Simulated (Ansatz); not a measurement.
`CC[P+](CC)(CC)[Au-][O]C`, relaxed with RKS PBE0-D4/def2-TZVP in Ansatz from a GFN2-xTB geometry. The force threshold is 0.005 eV/Å; the program also tests the step.

Total charge 0; spin multiplicity 1. Au takes the def2 core potential.

Start:

```xyz
28

C     2.347    1.534   -0.064
C     0.937    1.682    0.497
P    -0.123    0.272   -0.019
C    -0.524    0.672   -1.766
C    -1.520   -0.329   -2.337
C    -1.688    0.546    0.910
C    -2.380    1.892    0.729
Au    0.763   -1.739    0.257
O     1.564   -3.578    0.362
C     1.982   -4.137    1.551
H     3.000    2.305    0.338
H     2.346    1.620   -1.149
H     2.755    0.559    0.199
H     0.967    1.666    1.592
H     0.488    2.627    0.174
H     0.422    0.604   -2.313
H    -0.891    1.700   -1.844
H    -1.173   -1.346   -2.151
H    -2.501   -0.211   -1.880
H    -1.625   -0.192   -3.411
H    -2.355   -0.272    0.617
H    -1.433    0.386    1.964
H    -2.653    2.059   -0.310
H    -1.743    2.709    1.058
H    -3.291    1.915    1.324
H     2.789   -3.559    2.035
H     1.167   -4.238    2.288
H     2.371   -5.144    1.347
```

Question: How much energy does the relaxation release, and in how many steps? (Estimate.)

Answer: The calculation gave: 0.05 eV, in 45 steps, 9 of them rejected.

Question: Which bonds change most? (An estimate is asked.)

Answer: The calculation gave: Au8–O9 from 2.008 to 1.978 Å; O9–C10 from 1.379 to 1.391 Å; C2–P3 from 1.839 to 1.827 Å; P3–C6 from 1.840 to 1.829 Å.

Question: Give the relaxed structure. (Estimate.)

Answer: The calculation gave: 
```xyz
28

C     2.355    1.749   -0.225
C     1.000    1.725    0.465
P    -0.023    0.290   -0.021
C    -0.500    0.652   -1.747
C    -1.501   -0.346   -2.306
C    -1.560    0.473    0.952
C    -2.339    1.765    0.767
Au    0.950   -1.685    0.269
O     1.853   -3.436    0.440
C     1.742   -4.193    1.602
H     2.957    2.583    0.141
H     2.256    1.866   -1.306
H     2.905    0.824   -0.038
H     1.127    1.652    1.549
H     0.442    2.645    0.264
H     0.425    0.626   -2.330
H    -0.884    1.675   -1.802
H    -1.121   -1.367   -2.228
H    -2.454   -0.304   -1.774
H    -1.703   -0.140   -3.359
H    -2.177   -0.396    0.706
H    -1.264    0.336    1.996
H    -2.668    1.897   -0.266
H    -1.749    2.641    1.045
H    -3.232    1.762    1.395
H     2.147   -3.688    2.494
H     0.705   -4.481    1.840
H     2.311   -5.124    1.476
```
